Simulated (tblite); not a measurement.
Species: C₂H₁₃NSi₃.
SMILES with atom numbers: `[CH3:1][CH2:2][SiH2:3][N:4]([SiH3:5])[SiH3:6]` (hydrogens: H7, H8, H9 on C1; H10, H11 on C2; H12, H13 on Si3; H14, H15, H16 on Si5; H17, H18, H19 on Si6)

Structure optimised with GFN2-xTB, isolated species.

Give the optimised bond lengths and angles.

```json
{"bond": "C1–C2", "length (Å)": "1.524"}
{"bond": "C2–Si3", "length (Å)": "1.899"}
{"bond": "Si3–N4", "length (Å)": "1.748"}
{"bond": "N4–Si5, N4–Si6", "length (Å)": "1.745"}
{"bond": "C1–H7, C1–H8, C1–H9", "length (Å)": "1.089"}
{"bond": "C2–H10, C2–H11", "length (Å)": "1.091"}
{"bond": "Si3–H12, Si3–H13", "length (Å)": "1.469"}
{"bond": "Si5–H14 and 5 like bonds", "length (Å)": "1.463"}
```

Bonds in one row agree within 0.01 Å and their mean is given. A selection of angles:
```json
{"angle": "C2–C1–H7", "degrees": "110.5"}
{"angle": "C2–C1–H9", "degrees": "111.1"}
{"angle": "H7–C1–H8", "degrees": "108.1"}
{"angle": "C1–C2–Si3", "degrees": "113.1"}
{"angle": "C1–C2–H10", "degrees": "109.1"}
{"angle": "Si3–C2–H10", "degrees": "108.4"}
{"angle": "Si3–C2–H11", "degrees": "110.4"}
{"angle": "H10–C2–H11", "degrees": "106.2"}
{"angle": "C2–Si3–N4", "degrees": "111.7"}
{"angle": "C2–Si3–H12", "degrees": "109.3"}
{"angle": "N4–Si3–H12", "degrees": "106.8"}
{"angle": "N4–Si3–H13", "degrees": "109.7"}
{"angle": "H12–Si3–H13", "degrees": "109.9"}
{"angle": "Si3–N4–Si5", "degrees": "119.5"}
{"angle": "Si5–N4–Si6", "degrees": "119.9"}
{"angle": "N4–Si5–H14", "degrees": "107.5"}
{"angle": "N4–Si5–H15", "degrees": "110.4"}
{"angle": "H14–Si5–H15", "degrees": "110.3"}
{"angle": "H18–Si6–H19", "degrees": "110.5"}
```

Dihedral angles: C1–C2–Si3–N4 -55° (synclinal); C2–Si3–N4–Si5 -51° (synclinal). The mirror-image conformer, all signs reversed, is as good.

Si3 (SiH2 silicon) is tetrahedral (angles from 106.8° to 111.7°). Of the pairs four or more bonds apart, Si5···H8 is among the closest relative to their van der Waals radii: 3.33 Å, 101 % of the sum of Bondi's values. All 3 N–Si bonds measure 1.745 to 1.748 Å. Si5 (SiH3 silicon) is tetrahedral (angles from 107.5° to 110.4°). N4 (nitrogen bridging silicon atoms) is almost planar (angles 119.9°, 119.5° and 118.5°, sum 357.9°, 0.15 Å off the plane of its three neighbours).

Point group: C1 (no symmetry element, even within 0.4 Å). GFN2-xTB frequencies show an imaginary mode (59i cm⁻¹), so the point is no minimum at that level.

All values are computed, not measured.
